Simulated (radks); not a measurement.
Q: Spin polarisation of the 6s1 shell in the lutetium ion Lu2+. Start: [Xe] 4f14 6s(up 0.5, down 0.5); electrons of 6s are moved from spin down to spin up, other shells keep equal spins. All-electron calculation, non-relativistic Kohn-Sham, LDA (Slater exchange, Perdew-Wang correlation), spin-polarised, spherical densities, point nucleus. Program: a radial shooting solver on a logarithmic mesh with Libxc functionals. Estimate the energy gained and the exchange splitting at a moment of 1 Bohr magnetons.

A: At moment 1 the spin-polarisation energy is -0.229 eV and the 6s exchange splitting 0.963 eV, that is 0.963 eV per Bohr magneton; E = -I m^2/4 would give I = 0.916 eV.
